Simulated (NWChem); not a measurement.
Species: CdHOF; SMILES [Cd]([F])[OH]

```xyz
4

Cd     0.0033     0.0097     0.0000
F     -0.0260     1.9340     0.0000
O     -0.0898    -1.9428     0.0000
H      0.7935    -2.3297     0.0000
```
Atoms are numbered in this order, from 1.

Results from NWChem. Medium grid unless said otherwise, to which SCAN and Minnesota functionals are sensitive. Coordinates come from a PBE0/def2-SVP optimisation. def2 effective core potentials on Cd; no spin-orbit coupling. Hybrids' shares of exact exchange are those that their runs print; pure functionals count as 0. The functionals differ in more than this share.

```csv
row,share of exact exchange,orbital gap (eV)
PBE/def2-SVP,0.00,3.88
B97-D/def2-SVP,0.00,3.96
TPSSh/def2-SVP,0.10,5.17
B3LYP/def2-SVP,0.20,5.85
r2SCAN0/def2-SVP,0.25,withheld
```

### Question
Fit a straight line of the last column on the one before it, predict the withheld value, and compare with the run.

### Answer

1. Means of the 4 shown rows: x = 0.075, y = 4.715. Slope Σ(x − x̄)(y − ȳ)/Σ(x − x̄)² = 0.2725/0.02750 = 9.909; intercept 3.972.
2. The shown rows scatter about the line by 0.125 (root mean square); the largest residual is +0.21, at TPSSh/def2-SVP.
3. At x = 0.25 (r2SCAN0/def2-SVP; beyond the shown range) the line gives 6.45.
4. The run gives 6.93, +0.48 from the line, 3.8 times the scatter.
